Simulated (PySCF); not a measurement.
Predicted microwave data (PBE0/pcSseg-1 in PySCF (dipole) on a GFN2-xTB geometry, gas phase) for one isomer of C6H9NOSi:

```
Rotational constants : A = 5571, B = 567.2, C = 541.6 MHz
Dipole components    : |μa| = 3.66 D, |μb| = 0.98 D, |μc| = 0.03 D
Inertial defect      : -48.53 u·Å²
κ                    : -0.99
```

Question: Which structure is it? (One computed conformer of each.)
A. `[CH:1]#[C:2][C:3](=[O:4])[NH:5][SiH2:6][CH:7]1[CH2:8][CH2:9]1` with C2–C3–N5–Si6 180°, C3–N5–Si6–C7 -67°, N5–Si6–C7–C8 -94°
B. `[N:1]#[C:2][CH2:3][SiH2:4][O:5][C@:6]12[CH2:7][C@H:8]1[CH2:9]2` with C2–C3–Si4–O5 180°, C3–Si4–O5–C6 -177°, Si4–O5–C6–C7 145°
C. `[N:1]#[C:2]/[CH:3]=[C:4]1\[CH2:5][SiH2:6][CH2:7][CH2:8][O:9]1` with C3–C4–C5–Si6 -122°, C4–C5–Si6–C7 -42°, C5–Si6–C7–C8 -8°, Si6–C7–C8–O9 59°
D. `[CH3:1][CH2:2]/[CH:3]=[CH:4]/[Si@@H:5]([C:6]#[N:7])[CH:8]=[O:9]` with C1–C2–C3–C4 126°, C3–C4–Si5–C6 48°, C4–Si5–C8–O9 19°
E. `N#C[C@@H]1[C@@H]2C[SiH2][C@H]1CO2`

Answer: B. It is N#CC[SiH2]O[C@]12C[C@H]1C2, a near-prolate asymmetric top, point group C1. The candidates at the same level (rigid rotor, commonest isotopes):

```csv
SMILES,A (MHz),B (MHz),C (MHz),μa (D),μb (D),μc (D),Δ (u·Å²),point group,rotor
C#CC(=O)N[SiH2]C1CC1,3550,652.8,641.1,0.38,0.40,3.11,-128.17,C1,near-prolate asymmetric top
CC/C=C/[Si@@H](C#N)C=O,1702,723.4,557.4,1.86,1.49,1.93,-88.85,C1,asymmetric top
N#CC[SiH2]O[C@]12C[C@H]1C2,5571,567.2,541.6,3.66,0.98,0.03,-48.53,C1,near-prolate asymmetric top
N#C/C=C1\C[SiH2]CCO1,2621,934.6,742.2,6.27,0.83,0.61,-52.71,C1,asymmetric top
N#C[C@@H]1[C@@H]2C[SiH2][C@H]1CO2,2158,1410,1219,2.63,0.07,0.92,-178.01,C1,asymmetric top
```

`CC/C=C/[Si@@H](C#N)C=O` has A 69 % too low; `C#CC(=O)N[SiH2]C1CC1` has A 36 % too low; `N#C[C@@H]1[C@@H]2C[SiH2][C@H]1CO2` has B 149 % too high; `N#C/C=C1\C[SiH2]CCO1` has B 65 % too high. No structure here is proved a minimum.
